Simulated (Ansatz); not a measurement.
Gas-phase electronic energies from Ansatz, PBE0-D4/def2-TZVP geometries. CCSD(T)/CBS adds triple-zeta CCSD(T) − MP2 to the extrapolated MP2 energy (def2 sets, frozen cores). This one scheme is used for every species. Functionals use def2-TZVPP. One conformer a species, not always the lowest.

Consider the ligand exchange at the Si–C bond: `C=C=C[SiH2][SiH3]` + `CBO` → `CBO[SiH2][SiH3]` + `C=C=C`.

| level | ΔE (kJ/mol) |
| --- | --- |
| r2SCAN-D4 | -56.2 |
| B2PLYP | -59.8 |
| CCSD/def2-TZVPP | -61.9 |
| MP2/def2-QZVPP | -56.5 |

Problem. What does CCSD(T)/CBS give? (An estimate is asked.)

Solution. The calculation gave: -60.1 kJ/mol. The listed levels differ from it by 3.9, 0.3, -1.8, 3.6 kJ/mol.

Largest T1 diagnostic among the species: 0.013.

In def2-TZVPP, CCSD(T) changes the Hartree–Fock value by +16.4 kJ/mol (the triples alone add +3.0 kJ/mol) and MP2 by +20.0 kJ/mol. From PBE to PBE0 (25 % exact exchange), in def2-TZVPP and without D4, ΔE moves by −4.2 kJ/mol.
